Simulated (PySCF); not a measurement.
**Fluorine: a sound run and one with changed settings**

Sound run: F⁺ [He] 2s2 2p4, F²⁺ [He] 2s2 2p3. All numbers are calculated (PySCF 2.14, scalar relativity by spin-free X2C-1e, in cc-pVDZ-DK (3s2p1d, 14 functions)). In the sound run the correlated levels freeze 1s2. The sound run starts from symmetry-adapted Hartree-Fock orbitals and uses a fine grid where one is needed.

A second run was set up differently.

| species | method | sound run (hartree) | changed run (hartree) | converged |
| --- | --- | --- | --- | --- |
| F⁺ | MP2 | -98.98616 | -98.98791 | yes |
| F⁺ | CCSD(T) | -99.00076 | -99.00238 | yes |
| F²⁺ | MP2 | -97.72885 | -97.73044 | yes |
| F²⁺ | CCSD(T) | -97.74285 | -97.74431 | yes |

Ionisation energy of F⁺:

```tsv
method	sound run (eV)	changed run (eV)
UHF	33.395	33.395
MP2	34.213	34.218
SCS-MP2	34.216	34.217
CCSD	34.219	34.223
CCSD(T)	34.230	34.234
```

Task: What was changed?
A. minimal basis
B. basis contracted for another Hamiltonian
C. all electrons correlated in a valence basis
D. too few SCF iterations

Result: C. A valence basis has no tight correlating functions, so it recovers only part of the core correlation, and not evenly between atom and ion.
